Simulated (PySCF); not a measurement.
Al(H)(OMe)(OEt), SMILES C([O][AlH][O]C)C at its GFN2-xTB optimised geometry (Å):

```
15

Al    -0.4421     1.5747     0.0000
H     -1.0783     2.9283     0.0000
O      1.2064     1.5747     0.0000
C      2.6026     1.6342    -0.0020
H      2.9425     2.3683    -0.7367
H      2.9648     1.9295     0.9859
H      3.0239     0.6584    -0.2560
O     -1.5218     0.3327     0.0024
C     -2.3713    -0.7753     0.0038
C     -1.5847    -2.0805    -0.0185
H     -2.9997    -0.7358     0.9024
H     -3.0239    -0.7198    -0.8765
H     -0.9376    -2.1346     0.8540
H     -2.2652    -2.9283    -0.0144
H     -0.9652    -2.1213    -0.9116
```

Calculation: CAM-B3LYP/def2-TZVP (PySCF). Cells within 0.4 Å of a nucleus heavier than hydrogen are left out (blank, or x).

Map of the electrostatic potential (hartree/e), clipped to [-0.08, 0.12] on the plane z = 0.0 Å:

```
|22111111111111111112222222222|
|21111111111111111111222222222|
|21111111100000111111222222222|
|21111111000000011111222222222|
|11111110000110001111222222222|
|11111110003861110011222222222|
|11111100019996320012333322222|
|21111100029999961014786432222|
|21111100029999998999999743222|
|2111110013999x999x999x9953222|
|221111000499xx999xx9xx9953222|
|2211110004999x999x99999953222|
|22211111399999998999999953222|
|2222223599xx99972013899943222|
|2222238999x994431012479633222|
|22222599x99931121112234332222|
|2222369xx99721111112223322222|
|22223699999952111122222222222|
|22223499999994222222222222222|
|222233589xx995222222222222222|
|2222334999x995222222222222222|
|22223359999993222222222222222|
|22223359999642222222222222222|
|22222348994322222222222222222|
|22222334443222222222222222222|
|22222233322222222222222222222|
|22222222222222222222222222222|
|22222222222222222222222222222|
|22222222222222222222222222222|
```
Scale: ten equal steps from -0.037 (start of '0') to 0.120 (end of '9'), in the order '0123456789'; x runs from -5.50 to 5.50, y from -5.50 (bottom) to 5.50 (top).
